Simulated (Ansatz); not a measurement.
Conformers of C₂H₇ClGeO₂, SMILES `C[O][GeH]([Cl])[O]C`, each relaxed with PBE0-D4/def2-TZVP in Ansatz. CBS adds the triple-zeta coupled-cluster correction to the MP2 limit.

Outer-core shells of Ge are correlated without core-valence functions. Scalar relativity is left out up to krypton. Spin–orbit coupling is left out.

Not all of them had a frequency check.

Conformer A:

```xyz
13

C    -0.290   -2.046   -0.348
O     0.428   -1.271    0.592
Ge   -0.331    0.191    1.217
Cl    1.116    0.964    2.583
O    -0.607    1.338   -0.085
C     0.484    1.818   -0.848
H    -0.500   -1.486   -1.267
H     0.326   -2.910   -0.602
H    -1.241   -2.412    0.060
H    -1.683   -0.055    1.884
H     1.056    1.002   -1.303
H     0.078    2.445   -1.643
H     1.164    2.422   -0.239
```

Conformer B:

```xyz
13

C    -1.432   -1.449   -1.104
O    -0.373   -1.037   -0.266
Ge    0.700    0.274   -0.734
Cl   -0.542    1.945   -1.291
O     1.644    0.672    0.680
C     0.997    1.023    1.890
H    -1.067   -1.857   -2.054
H    -1.977   -2.237   -0.581
H    -2.125   -0.628   -1.318
H     1.649   -0.063   -1.880
H     0.402    1.935    1.776
H     0.348    0.218    2.248
H     1.775    1.205    2.633
```

Problem. Which is lowest in electronic energy at CCSD(T)/CBS (frozen core, def2 sets), and by how much? (Estimate.)

Solution. Ansatz gave: B; A lies 3.3 kJ/mol higher.

Problem. Give the energies relative to B (kJ/mol) with r2SCAN-D4/def2-TZVPP, PBE0-D4/def2-TZVPP, ωB97X-V/def2-TZVPP, PBE/def2-TZVPP, PBE0/def2-TZVPP, SCS-MP2/def2-TZVPP, SCS-MP2/def2-QZVPP. (Best estimate.)

Solution. Computed: 
```csv
level,A
r2SCAN-D4/def2-TZVPP,3.8
PBE0-D4/def2-TZVPP,3.9
ωB97X-V/def2-TZVPP,3.5
PBE/def2-TZVPP,3.9
PBE0/def2-TZVPP,4.0
SCS-MP2/def2-TZVPP,3.2
SCS-MP2/def2-QZVPP,3.5
```
